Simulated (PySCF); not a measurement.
Positional isomers: norbornane silyl. Gas-phase values, no solvent. One relaxed conformer stands for each flexible species; it need not be the lowest. Strings in code marks are SMILES.

The HOMO from two functionals at the same geometries (PBE0-D3(BJ)/def2-SVP), both in PySCF: PBE-D3(BJ)/def2-TZVP and M06-2X/def2-TZVP. 

```csv
species,PBE-D3(BJ)/def2-TZVP (eV)
`[C@]12([SiH3])C[C@@H](CC2)CC1`,-6.88
`[SiH3][C@H]1[C@@H]2CC[C@H]1CC2`,-6.91
`C1[C@H]2CC[C@@H]1[C@@H](C2)[SiH3]`,-6.70
```

### Question
What does M06-2X/def2-TZVP give for each?

### Answer

- `[C@]12([SiH3])C[C@@H](CC2)CC1`: -9.17
- `[SiH3][C@H]1[C@@H]2CC[C@H]1CC2`: -9.38
- `C1[C@H]2CC[C@@H]1[C@@H](C2)[SiH3]`: -9.06
Over these rows, drawn at random from the members with no instability flagged (it was tested for open shells, ions and some series alone), PBE minus M06-2X: mean +2.38 eV, from +2.29 eV to +2.47 eV.
